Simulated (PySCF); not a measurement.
Simulated C 1s region for `[SiH2]1[C@H](B)CC[SiH2]1`, binding energy against the vacuum level.

Every computed line was given a Gaussian of 1.0 eV full width at half maximum and an area set by the number of equivalent atoms; the highest printed point is 100. Level of theory: PySCF 2.14.0, delta-SCF UKS SCAN, pcX-2 on the ionised atom, pcseg-1 elsewhere, spin-free X2C.

binding energy (eV), intensity and a bar:
```
    288.4          0 
    288.5          0 
    288.6          1 
    288.7          2 
    288.8          3 #
    288.9          5 ##
    289.0          9 ###
    289.1         13 ####
    289.2         20 ######
    289.3         29 #########
    289.4         39 ############
    289.5         50 ###############
    289.6         62 ###################
    289.7         74 ######################
    289.8         84 #########################
    289.9         92 ############################
    290.0         97 #############################
    290.1        100 ##############################
    290.2        100 ##############################
    290.3         97 #############################
    290.4         93 ############################
    290.5         87 ##########################
    290.6         79 ########################
    290.7         71 #####################
    290.8         61 ##################
    290.9         51 ###############
    291.0         41 ############
    291.1         32 ##########
    291.2         24 #######
    291.3         17 #####
    291.4         11 ###
    291.5          7 ##
    291.6          4 #
    291.7          3 #
    291.8          1 
    291.9          1 
    292.0          0 
    292.1          0
```

Question: Count the maxima, the lines and the sites behind this envelope.

Answer: The curve has 1 maximum (at 290.1 eV). Under it lie 3 lines from 3 inequivalent carbon sites. At this width some lines have no maximum of their own.

Question: Decompose the envelope and assign each component. Numbering: `[BH2:1][C@@H:2]1[CH2:3][CH2:4][SiH2:5][SiH2:6]1`.

Answer: 
```json
{"position (eV)": "289.81", "relative area": "1", "line": "C 1s", "atoms": "C2", "environment": "sp3 carbon bound to silicon"}
{"position (eV)": "290.15", "relative area": "1", "line": "C 1s", "atoms": "C4", "environment": "sp3 carbon bound to silicon"}
{"position (eV)": "290.68", "relative area": "1", "line": "C 1s", "atoms": "C3", "environment": "ring CH2 carbon"}
```

Question: What are the centre and the root-mean-square width of the whole band?

Answer: The area-weighted mean of the lines is 290.21 eV. Their own spread about it is 0.36 eV (rms) and each Gaussian has σ = 1.0/2.355 = 0.42 eV; the variances add, which gives 0.55 eV.

The listed C 1s values span 0.87 eV, from C2 (bonded to C, H, B and Si) to C3 (bonded to 2 C and 2 H).

The curve has no shake-up lines and no vibrational structure. Geometry: PBE0-D3(BJ)/def2-SVP, one conformer, isolated molecule.

The run took 4.0 min wall on one thread of an Intel Xeon at 2.50 GHz, on a shared host, and the process peaked at 0.72 GiB of memory.
